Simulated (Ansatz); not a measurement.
`CN[SiH](C)S` + `OC1=CN1` → `CC1=C(O)N1` + `C[SiH](N)S`  (formal exchange of groups at a C–N bond)

Calculated with Ansatz (gas phase, PBE0-D4/def2-TZVP geometries, no zero-point term in ΔE). CCSD(T)/CBS is the MP2 limit (def2-TZVPP, def2-QZVPP) plus CCSD(T) − MP2 in def2-TZVPP, frozen cores. Functionals use def2-TZVPP. One conformer a species, not always the lowest.

```tsv
level	ΔE (kJ/mol)	difference from CCSD(T)/CBS
r2SCAN-D4	-68.3	-2.4
PBE0-D4	-67.4	-1.5
ωB97M-V	-64.4	1.5
r2SCAN	-69.0	-3.1
MP2/def2-TZVPP	-69.1	-3.2
SCS-MP2/def2-TZVPP	-66.3	-0.4
CCSD(T)/def2-TZVPP	-64.0	1.9
HF/CBS(def2)	-66.6	-0.7
MP2/CBS(def2)	-71.0	-5.1
CCSD/CBS(def2)	-66.4	-0.5
CCSD(T)/CBS	-65.9	0
```

Largest T1 diagnostic among the species: 0.014.

The D4 term adds +3.2 kJ/mol with B3LYP and +1.9 kJ/mol with PBE0; it sums over pairs of atoms, weighted by their polarisabilities, and B3LYP, whose exchange is more repulsive, gets the larger term.

B3LYP here is the variant with VWN-RPA as its local correlation; programs differ in this.
